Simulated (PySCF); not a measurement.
Input file for PySCF: R-B3LYP/6-31G* on HCl (SMILES Cl).

```python
from pyscf import gto, scf, dft, mp
from pyscf.data.elements import chemcore

mol = gto.M(
    atom='''
    Cl   -0.17401669   -0.02806795    0.46864118
    H    -0.20298857    0.22866111    1.76144123
    ''',
    basis='6-31g*',
    cart=True,
    charge=0, spin=0, verbose=3, max_memory=1800)
mf = dft.RKS(mol, xc='b3lyp')
mf.conv_tol = 1e-8
mf.max_cycle = 100
mf.kernel()
if not mf.converged:
    mf = mf.newton().run(mf.mo_coeff, mf.mo_occ)
```

**Question.** Give the final energy of this run.

**Answer.** -460.7952 hartree.
